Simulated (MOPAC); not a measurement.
MOPAC input (PM3):

```
PM3 1SCF UHF MS=0.5 GEO-OK AUX(PRECISION=9) THREADS=1
C2H3F2

C    -1.38192300 1   -0.13927200 1   -0.03950900 1
C     0.07232300 1    0.01276600 1   -0.29983500 1
F     0.83790800 1   -1.01627300 1    0.08872400 1
F     0.61747500 1    1.15976800 1    0.12820400 1
H    -1.57576300 1   -0.17849400 1    1.04003700 1
H    -1.74308100 1   -1.06007200 1   -0.49417900 1
H    -1.92199900 1    0.70614900 1   -0.46213500 1
```

From the output:

```
                                                       MOPAC v23.2.5 Linux

          FINAL HEAT OF FORMATION =        -85.20348 KCAL/MOL =    -356.49137 KJ/MOL

          COSMO AREA              =         90.53 SQUARE ANGSTROMS
          COSMO VOLUME            =         72.88 CUBIC ANGSTROMS

          IONIZATION POTENTIAL    =         10.507054 EV
          ALPHA SOMO LUMO (EV)    =        -10.507  1.854
          BETA  SOMO LUMO (EV)    =        -14.252 -0.372
          NO. OF ALPHA ELECTRONS  =         13
          NO. OF BETA  ELECTRONS  =         12
          MOLECULAR WEIGHT        =         65.0425         POINT GROUP:  Cs

          MOLECULAR DIMENSIONS (Angstroms)

            Atom       Atom       Distance
            H     6    F     4     3.29959
            H     7    F     3     3.16885
            H     5    C     2     1.67546

          SCF CALCULATIONS        =          1

   ATOM   CHEMICAL          X               Y               Z
  NUMBER   SYMBOL      (ANGSTROMS)     (ANGSTROMS)     (ANGSTROMS)

     1       C         -1.38192300  *  -0.13927200  *  -0.03950900  *
     2       C          0.07232300  *   0.01276600  *  -0.29983500  *
     3       F          0.83790800  *  -1.01627300  *   0.08872400  *
     4       F          0.61747500  *   1.15976800  *   0.12820400  *
     5       H         -1.57576300  *  -0.17849400  *   1.04003700  *
     6       H         -1.74308100  *  -1.06007200  *  -0.49417900  *
     7       H         -1.92199900  *   0.70614900  *  -0.46213500  *

                             CARTESIAN COORDINATES

   1    C       -1.381923000    -0.139272000    -0.039509000
   2    C        0.072323000     0.012766000    -0.299835000
   3    F        0.837908000    -1.016273000     0.088724000
   4    F        0.617475000     1.159768000     0.128204000
   5    H       -1.575763000    -0.178494000     1.040037000
   6    H       -1.743081000    -1.060072000    -0.494179000
   7    H       -1.921999000     0.706149000    -0.462135000

           Empirical Formula: C2 H3 F2  =     7 atoms

      MOLECULAR POINT GROUP   :   Cs

          ALPHA EIGENVALUES
 -34.83740 -26.84708 -24.10378 -19.30810 -18.88756 -18.55216 -18.54816 -16.79352
 -16.07669 -15.18665 -14.35976 -14.31569 -10.50705   1.85430   2.80532   3.04301
   3.66547   3.73604   4.00510

           BETA EIGENVALUES
 -34.27875 -26.48753 -23.83637 -19.19064 -18.47931 -18.42132 -18.01839 -16.40273
 -16.08703 -14.85021 -14.30251 -14.25212  -0.37166   2.18148   3.22750   3.40064
   3.74262   4.29137   4.38849

              NET ATOMIC CHARGES AND DIPOLE CONTRIBUTIONS

  ATOM NO.   TYPE          CHARGE      No. of ELECS.   s-Pop       p-Pop
    1          C          -0.136469        4.1365     1.13249     3.00397
    2          C           0.127418        3.8726     1.30263     2.56995
    3          F          -0.105294        7.1053     1.76756     5.33774
    4          F          -0.105294        7.1053     1.76756     5.33774
    5          H           0.071992        0.9280     0.92801
    6          H           0.073824        0.9262     0.92618
    7          H           0.073824        0.9262     0.92618
 DIPOLE           X         Y         Z       TOTAL
 POINT-CHG.    -1.630    -0.161    -0.247     1.657
 HYBRID        -0.241    -0.030     0.287     0.375
 SUM           -1.871    -0.190     0.040     1.881

          ATOMIC ORBITAL ELECTRON POPULATIONS

     Atom    s        px        py        pz
    1  C   1.13249   0.93746   1.04307   1.02344
    2  C   1.30263   0.88417   0.76371   0.92207
    3  F   1.76756   1.79767   1.64416   1.89591
    4  F   1.76756   1.88638   1.56536   1.88599
    5  H   0.92801
    6  H   0.92618
    7  H   0.92618

                    (SZ)    =    0.500000
                    (S**2)  =    0.754528

          ATOMIC ORBITAL SPIN POPULATIONS

    Atom   Total    s     px     py     pz
         Atomic
    1  C -0.0163  0.005 -0.008 -0.002 -0.011
    2  C  0.8865  0.165  0.053  0.025  0.644
    3  F  0.0400  0.001 -0.011 -0.009  0.059
    4  F  0.0400  0.001 -0.006 -0.016  0.061
    5  H  0.0432  0.043
    6  H  0.0033  0.003
    7  H  0.0033  0.003

 **********************
 *                    *
 * JOB ENDED NORMALLY *
 *                    *
 **********************

 == MOPAC DONE ==
```

The geometry given is a B3LYP-D3(BJ)/def2-TZVP minimum.
